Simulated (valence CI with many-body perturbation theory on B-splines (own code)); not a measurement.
# Ladder of approximations for N²⁺

Computed by valence CI with perturbative core correlation (CI+MBPT): three valence electrons over a frozen Dirac-Fock core [He], radial functions for each j: 11 s, 11 p, 9 d, 7 f, 5 g, 2 h, 1 i, with the one-electron correlation potential Σ1, the two-electron term Σ2, the three-electron term Σ3, Breit, model QED; selected CI, second order for the rest, scaled by the run's own slope (own B-spline code, finite nucleus).

Set against measurement, 59 paired levels are off by 57 cm⁻¹ on average, the worst by 133. These come from a selection out of Moore, Selected Tables of Atomic Spectra, NSRDS-NBS 3, section 5. Levels without a partner in it may be off by more.

Each rung adds one term. CI alone is the Dirac-Coulomb CI over the frozen core; QED comes last and gives the full result, which names the levels. Energies are above 2s2.2p 2P°_1/2 on the same rung, in eV.

| Level | CI alone | Σ1 | Σ2 | Σ3 | Breit | QED | Full |
| --- | --- | --- | --- | --- | --- | --- | --- |
| 2s2.2p 2P°_3/2 | 0.025 | +0.0006 | 0.0000 | 0.0000 | -0.0038 | +0.0001 | 0.022 |
| 2s.2p2 4P_1/2 | 7.148 | -0.0660 | +0.0006 | +0.0037 | +0.0001 | -0.0022 | 7.084 |
| 2s.2p2 4P_3/2 | 7.156 | -0.0658 | +0.0006 | +0.0037 | -0.0011 | -0.0022 | 7.091 |
| 2s.2p2 4P_5/2 | 7.170 | -0.0655 | +0.0006 | +0.0037 | -0.0053 | -0.0022 | 7.101 |
| 2s.2p2 2D_5/2 | 12.626 | -0.0531 | -0.0268 | -0.0077 | -0.0042 | -0.0022 | 12.532 |
| 2s.2p2 2D_3/2 | 12.626 | -0.0531 | -0.0267 | -0.0077 | -0.0031 | -0.0022 | 12.533 |
| 2s.2p2 2S_1/2 | 16.336 | -0.0449 | -0.0129 | -0.0165 | -0.0018 | -0.0022 | 16.258 |
| 2s.2p2 2P_1/2 | 18.308 | -0.0537 | -0.1353 | -0.0128 | -0.0007 | -0.0025 | 18.103 |
| 2s.2p2 2P_3/2 | 18.324 | -0.0533 | -0.1353 | -0.0128 | -0.0043 | -0.0024 | 18.116 |
| 2p3 4S°_3/2 | 23.435 | -0.1264 | -0.1288 | -0.0084 | -0.0033 | -0.0048 | 23.163 |
| 2p3 2D°_5/2 | 25.400 | -0.1109 | -0.0862 | -0.0079 | -0.0053 | -0.0046 | 25.185 |
| 2p3 2D°_3/2 | 25.400 | -0.1109 | -0.0862 | -0.0079 | -0.0029 | -0.0046 | 25.187 |
| 2s2.3s 2S_1/2 | 27.348 | +0.1316 | -0.0345 | -0.0084 | -0.0051 | +0.0012 | 27.433 |
| 2p3 2P°_1/2 | 28.791 | -0.0994 | -0.0920 | -0.0108 | -0.0025 | -0.0045 | 28.582 |
| 2p3 2P°_3/2 | 28.792 | -0.0994 | -0.0920 | -0.0108 | -0.0033 | -0.0045 | 28.582 |
| 2s2.3p 2P°_1/2 | 30.377 | +0.1185 | -0.0311 | -0.0084 | -0.0047 | +0.0006 | 30.452 |
| 2s2.3p 2P°_3/2 | 30.382 | +0.1186 | -0.0311 | -0.0084 | -0.0055 | +0.0007 | 30.457 |
| 2s2.3d 2D_3/2 | 33.033 | +0.1427 | -0.0340 | -0.0084 | -0.0060 | +0.0008 | 33.128 |
| 2s2.3d 2D_5/2 | 33.034 | +0.1427 | -0.0340 | -0.0084 | -0.0062 | +0.0008 | 33.129 |

The middle columns are the shifts that each term adds.

Question: How does the ionisation energy move along the ladder, and which term matters most?

Answer: CI alone 47.343, + Σ1 47.488, + Σ2 47.455, + Σ3 47.447, + Breit 47.441, + QED 47.442 eV. The largest step is Σ1, 0.146 eV. NIST lists 47.4453 eV (semi-empirical).
